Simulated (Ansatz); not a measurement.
`C[NH][GaH2]` and `CC[NH][GaH2]` differ in one atom or group.

Ansatz, PBE0-D4/def2-TZVP geometries, multiplicity 1. Each molecule was computed in one conformer, which needn't be the lowest.

Scalar relativity is left out up to krypton.

```
                                                                                  property  `C[NH][GaH2]`
ideal-gas entropy at 298 K and 1 bar (rigid rotor, harmonic PBE0-D4/def2-TZVP) / J/(mol·K)            303
                                            zero-point energy (PBE0-D4/def2-TZVP) / kJ/mol          177.5
                                                       LUMO energy (B3LYP/def2-TZVPP) / eV          -1.01
                                                     HOMO–LUMO gap (B3LYP/def2-TZVPP) / eV           5.53
                                            size of the dipole moment (PBE/def2-TZVPP) / D           1.19
                                                      HOMO–LUMO gap (PBE0/def2-TZVPP) / eV           5.99
```

Task: Give the same properties after the change, and the shifts. (Estimate.)

Result: The calculation gave: 
| property | `CC[NH][GaH2]` | shift |
| --- | --- | --- |
| ideal-gas entropy at 298 K and 1 bar (rigid rotor, harmonic PBE0-D4/def2-TZVP) / J/(mol·K) | 335 | 32 |
| zero-point energy (PBE0-D4/def2-TZVP) / kJ/mol | 252.4 | 74.9 |
| LUMO energy (B3LYP/def2-TZVPP) / eV | -1.02 | -0.01 |
| HOMO–LUMO gap (B3LYP/def2-TZVPP) / eV | 5.54 | 0.01 |
| size of the dipole moment (PBE/def2-TZVPP) / D | 1.18 | -0.01 |
| HOMO–LUMO gap (PBE0/def2-TZVPP) / eV | 6.00 | 0.01 |

The zero-point energy changes by 74.9 kJ/mol with +9 modes. Dipoles are sizes alone; their direction can turn.

B3LYP here is the variant with VWN-RPA as its local correlation; programs differ in this.
